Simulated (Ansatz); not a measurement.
Reaction (substitution at a C–N bond): `C[N](C)[GeH3]` + `CO[SiH2][SeH]` → `CO[SiH2][Se]C` + `C[NH][GeH3]`

Program: Ansatz. Geometries: PBE0-D4/def2-TZVP. ΔE: electronic, gas phase. CCSD(T)/CBS adds triple-zeta CCSD(T) − MP2 to the extrapolated MP2 energy (def2 sets, frozen cores). DFT in def2-TZVPP. For Ge, Se outer-core shells are correlated without core-valence functions, which leaves a few kJ/mol of doubt a bond. Scalar relativity is left out up to krypton. Each species was taken in one conformer, which may not be the lowest.

`C[N](C)[GeH3]`:

Cartesian coordinates in Å:
```
C 0.410 0.294 -1.384
N 0.391 -0.029 0.022
C 0.188 -1.437 0.264
Ge -0.506 1.138 1.127
H -0.531 0.050 -1.906
H 1.212 -0.264 -1.884
H 0.610 1.358 -1.531
H 0.987 -2.017 -0.214
H -0.771 -1.818 -0.126
H 0.224 -1.651 1.335
H 0.031 2.546 0.824
H -0.205 0.711 2.572
H -2.040 1.121 0.901
```

`CO[SiH2][SeH]`:

```xyz
10

C    -0.432    1.005    1.300
O     0.349    0.018    0.662
Si    0.294   -0.236   -0.956
Se    1.441   -2.113   -1.481
H    -0.078    2.012    1.056
H    -1.489    0.927    1.020
H    -0.347    0.859    2.378
H    -1.127   -0.339   -1.382
H     0.968    0.853   -1.710
H     0.421   -2.987   -0.886
```

`CO[SiH2][Se]C`:

Z-matrix (Å, degrees):
```
C
O 1 1.408
H 1 1.097 2 111.6
H 1 1.091 2 108.2 3 -119.3
H 1 1.096 2 111.0 3 121.6
Si 2 1.639 1 123.2 3 -57.1
Se 6 2.268 2 114.9 1 -55.2
H 6 1.478 2 105.5 1 -174.1
H 6 1.490 2 109.8 1 64.0
C 7 1.960 6 97.8 2 87.6
H 10 1.088 7 110.6 6 -79.0
H 10 1.088 7 106.6 6 161.9
H 10 1.088 7 109.9 6 43.3
```

`C[NH][GeH3]`:

Z-matrix (Å, degrees):
```
C
N 1 1.450
H 1 1.100 2 114.8
H 1 1.094 2 110.2 3 121.9
H 1 1.094 2 109.5 3 -120.8
Ge 2 1.838 1 118.0 3 67.0
H 2 1.010 1 111.6 3 -66.0
H 6 1.549 2 113.3 1 -56.3
H 6 1.536 2 107.2 1 -177.3
H 6 1.537 2 107.0 1 63.0
```

```
        species  PBE energy (Eh)
`C[N](C)[GeH3]`      -2212.90863
`CO[SiH2][SeH]`      -2807.44294
`CO[SiH2][Se]C`      -2846.71383
  `C[NH][GeH3]`      -2173.64769
```

(1) Work out ΔE.

Largest T1 diagnostic among the species: 0.011.

Results:

(1) ΔE = (-2846.71383) + (-2173.64769) − (-2212.90863) − (-2807.44294) = -0.00995 Eh = -26.1 kJ/mol. CCSD(T)/CBS gives -25.7 kJ/mol.

In def2-TZVPP, CCSD(T) changes the Hartree–Fock value by −3.2 kJ/mol (the triples alone add −1.0 kJ/mol) and MP2 by −5.8 kJ/mol.
